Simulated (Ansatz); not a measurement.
Compare A (`CBN[SiH2]C`) with its isomer B (`CB(C)[SiH2]N`).

Gas-phase electronic energies from Ansatz, PBE0-D4/def2-TZVP geometries. CCSD(T)/CBS is the MP2 limit (def2-TZVPP, def2-QZVPP) plus CCSD(T) − MP2 in def2-TZVPP, frozen cores. DFT in def2-TZVPP. One conformer a species, not always the lowest.

Which is lower in electronic energy at CCSD(T)/CBS, and by how much? (An estimate is asked.)

The calculation gave: A, by 162.0 kJ/mol.

Give E(B) − E(A) in kJ/mol with MP2/def2-TZVPP, PBE0-D4, CCSD/def2-TZVPP, CCSD(T)/def2-SVP, PBE-D4, BLYP-D4, LDA (SPW92). (Estimate.)

Computed: MP2/def2-TZVPP 169.8, PBE0-D4 153.6, CCSD/def2-TZVPP 163.0, CCSD(T)/def2-SVP 173.1, PBE-D4 149.5, BLYP-D4 158.9, LDA (SPW92) 155.7. None reverses the order clearly.

Does the order hold for the free energy at 298.15 K (harmonic terms from PBE0-D4)? (Estimate.)

The calculation gave: Yes: G(B) − G(A) = +150.6 kJ/mol, for one conformer each. Modes under 60 cm⁻¹, often nearly free rotors, make the harmonic entropy too high.

Largest T1 diagnostic: 0.011.

At CCSD(T), def2-SVP lies +11.2 kJ/mol from the extrapolated value and def2-TZVPP +1.5 kJ/mol. From BLYP to BHLYP (50 % exact exchange), in def2-TZVPP and without D4, E(B) − E(A) moves by +9.5 kJ/mol.
